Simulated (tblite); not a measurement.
C5H11NSi2.
Atom-mapped SMILES: `[N:1]#[C:2][CH2:3]/[C:4](=[CH:5]/[SiH3:6])[CH2:7][SiH3:8]` (hydrogens: H9, H10 on C3; H11 on C5; H12, H13, H14 on Si6; H15, H16 on C7; H17, H18, H19 on Si8)

Structure used (GFN2-xTB), in Å, numbered top down from 1:
```xyz
19
C5H11NSi2 angstrom
N     -0.6600   -2.9415   -2.3022
C     -0.8168   -2.4058   -1.3042
C     -0.9887   -1.7064   -0.0565
C      0.0257   -0.5848    0.0520
C      0.9779   -0.6005    0.9826
Si     2.2971    0.7097    1.2448
C     -0.1639    0.5130   -0.9344
Si    -1.5100    1.7508   -0.3728
H     -2.0043   -1.2980   -0.0316
H     -0.8733   -2.4215    0.7625
H      1.0047   -1.4473    1.6592
H      3.1096    0.2956    2.3903
H      1.6839    2.0125    1.5270
H      3.1473    0.8296    0.0555
H     -0.4466    0.0943   -1.9028
H      0.7721    1.0535   -1.0721
H     -1.1926    2.2274    0.9726
H     -2.8141    1.0772   -0.3442
H     -1.5578    2.8514   -1.3329
```

Computed with GFN2-xTB (tblite): harmonic, unscaled wavenumbers at the GFN2-xTB geometry, gas phase. This tight-binding method is rough: wavenumbers can miss measured ones by several per cent, in bad cases by 10 to 20. Modes of hydrogen on silicon can be 10 to 20 % off. One conformer, not necessarily the lowest.

Harmonic wavenumbers (cm⁻¹): 29.8, 67.2, 86.7, 90.1, 109.9, 168.7, 185.8, 203.5, 337.5, 375.8, 391.5, 454.4, 511.1, 515.4, 546.6, 562.4, 614.1, 714.6, 760.8, 777.9, 778.6, 790.6, 795.9, 800.4, 806.8, 816.6, 819.9, 897.7, 929.5, 1004.2, 1094.8, 1116.9, 1167.5, 1210.1, 1250.6, 1316.5, 1413.2, 1461.4, 1669.6, 2222.8, 2229.1, 2233.8, 2257.4, 2284.3, 2290.4, 2407.7, 2940.2, 2965.1, 2966.7, 2999.0, 3023.5.

A = 1466, B = 942.2, C = 643.6 MHz; mass 141.043 u (most abundant isotopes); point group C1, symmetry number 1.

Question: What is the zero-point energy?

Answer: ½Σν̃ = 29232 cm⁻¹ = 83.58 kcal/mol.

Question: What is S at 200 K and 1 bar for an ideal gas of classical rigid rotors and harmonic oscillators?

Answer: Translation 38.79, rotation 29.08, vibration 25.04: S = 92.9 cal/(mol K).

Question: And Cp and H(200 K) − H(0)?

Answer: Cp = 32.94 cal/(mol K), of which vibrations give 24.99 (their classical limit is 51 R = 101.3); H(200 K) − H(0) = 4.20 kcal/mol without the zero-point energy, 2.61 from vibrations.

Question: Blend soft modes into free rotors: weight 1/[1 + (100 cm⁻¹/ν̃)⁴] for the oscillator and the rest for a rotor with moment μB/(μ + B), μ = h/(8π²ν), B = 10⁻⁴⁴ kg m². What vibrational entropy results?

Answer: 22.76 cal/(mol K) in place of 25.04, which changes −T·S at 200 K by +0.45 kcal/mol.

Question: What must be added to the electronic energy to get the Gibbs energy at 200 K and 1 bar?

Answer: ZPE + [H(200 K) − H(0)] − T·S = 83.58 + 4.20 − 18.58 = 69.20 kcal/mol.

Question: Which modes carry the vibrational entropy at 200 K?

Answer: 29.8 cm⁻¹: 5.05; 67.2 cm⁻¹: 3.45; 86.7 cm⁻¹: 2.96; 90.1 cm⁻¹: 2.88; 109.9 cm⁻¹: 2.51; 168.7 cm⁻¹: 1.72 cal/(mol K); the other 45 give 6.47 together.

Question: How do the functions run with temperature in this model?

Answer: 
```csv
T (K),S (cal/(mol K)),Cp (cal/(mol K)),H − H(0) (kcal/mol),G − H(0) (kcal/mol),ln q(vib)
100,74.6,21.5,1.49,-5.97,2.66
300,108.5,44.8,8.10,-24.47,9.27
500,136.0,62.8,19.00,-49.00,15.50
800,169.4,79.1,40.50,-95.01,24.07
1000,187.8,86.1,57.06,-130.78,29.22
```

q(vib) and H(0) count from the zero-point level.

Hindered rotation and anharmonicity are outside this model. Other conformers, if any are populated, would add a mixing term that is left out. The structure is chiral; the term R ln 2 for an equal mix with its mirror image is left out.

Hardware: one thread, Arm Neoverse V1 (aarch64), shared host. Cost: 0.88 s wall. The figure is for the frequency step alone.
